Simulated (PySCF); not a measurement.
C2H8FNSi2, SMILES [SiH2](C=C)[Si@H](N)F.

Coordinates come from a B3LYP-D3(BJ)/def2-SVP optimisation. The structure was generated by enumeration; whether it is a known compound was not checked. The values are those of a single conformer.

Level of theory: TDA-B3LYP/def2-SVPD (PySCF 2.14.0).

Vertical excitations. 

| state | energy (eV) | λ (nm) | f | main pairs |
|---|---|---|---|---|
| S1 | 6.07 | 204 | 0.112 | HOMO→LUMO 57 %, HOMO→LUMO+1 16 %, HOMO−1→LUMO 10 %, HOMO−2→LUMO 10 % |
| S2 | 6.31 | 196 | 0.054 | HOMO→LUMO+1 72 %, HOMO−1→LUMO 16 % |
| S3 | 6.41 | 193 | 0.053 | HOMO−1→LUMO 45 %, HOMO−1→LUMO+1 34 %, HOMO−2→LUMO 12 % |
| S4 | 6.61 | 188 | 0.001 | HOMO→LUMO+2 81 % |
| S5 | 6.65 | 186 | 0.025 | HOMO−1→LUMO+1 52 %, HOMO−1→LUMO 18 %, HOMO→LUMO+2 11 %, HOMO−2→LUMO 8 % |
| S6 | 6.79 | 183 | 0.043 | HOMO−3→LUMO 74 % |
| S7 | 7.05 | 176 | 0.008 | HOMO→LUMO+3 89 % |
| S8 | 7.24 | 171 | 0.041 | HOMO−2→LUMO+1 63 %, HOMO−1→LUMO+2 15 % |
| S9 | 7.29 | 170 | 0.048 | HOMO−1→LUMO+2 72 %, HOMO−2→LUMO+1 15 % |
| S10 | 7.46 | 166 | 0.027 | HOMO−1→LUMO+3 63 %, HOMO−2→LUMO+2 11 %, HOMO→LUMO+5 11 % |
| T1 | 4.17 | 298 | 0 | HOMO→LUMO 70 %, HOMO−2→LUMO 16 % |
| T2 | 5.65 | 219 | 0 | HOMO→LUMO+1 56 %, HOMO−2→LUMO 15 %, HOMO→LUMO 12 % |
| T3 | 5.85 | 212 | 0 | HOMO−2→LUMO 31 %, HOMO→LUMO+1 21 %, HOMO−1→LUMO 11 %, HOMO→LUMO+2 11 % |
| T4 | 6.10 | 203 | 0 | HOMO→LUMO+2 68 %, HOMO−3→LUMO 14 % |
Triplets are in the Tamm–Dancoff approximation.
